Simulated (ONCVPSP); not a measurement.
# Pseudopotential generation for thulium (Tm): ONCV, PBE, scalar-relativistic.

* Element: Tm
* Generator: ONCVPSP 4.0.1
* Type: optimised norm-conserving Vanderbilt (ONCV)
* Functional: PBE
* Relativity: scalar-relativistic
* Frozen core: [Kr] 4d10 4f13
* Valence charge: 10
* Reference configuration: 5s2 5p6 6s2
* Partial waves: 5s+6s: rc 1.80 bohr, ncon 4, nbas 7, qcut 7.5 1/bohr, 2 projectors; 5p: rc 2.20 bohr, ncon 3, nbas 7, qcut 5.6 1/bohr, 3 projectors, debl 0.6 Ha; d scattering state at 0.43 Ha: rc 1.85 bohr, ncon 5, nbas 8, qcut 5 1/bohr, 3 projectors, debl 0.7 Ha
* Local potential: polynomial inside 1.25 bohr (lpopt 2, dvloc0 6 Ha)
* Core correction: Teter function, fcfact 3, rcfact 1.65

In the p channel the program set the typed energies aside and used -0.989, 0.250, 0.850 Ha. In the d channel the program set the typed energies aside and used 0.050, 0.750, 1.450 Ha.

- Cutoffs needed: 19 Ha and 22 Ha (the cutoffs (Ha) at which the residual kinetic energy of the hardest occupied pseudo-wave falls to 1 and 0.1 mHa per electron)
- Ghost test: ghosts flagged at negative energy: d at -148.9 eV; GHOST(+) flags only above 600 eV; a true bound ghost makes a file unfit for plane-wave use
- Configuration tests: tests left out (the all-electron energies of this program are off by 10 to 40 meV for near-neutral 4f atoms)
- rms error of d²Exc/dni dnj: 8.39 mHa without and 0.78 mHa with the model core
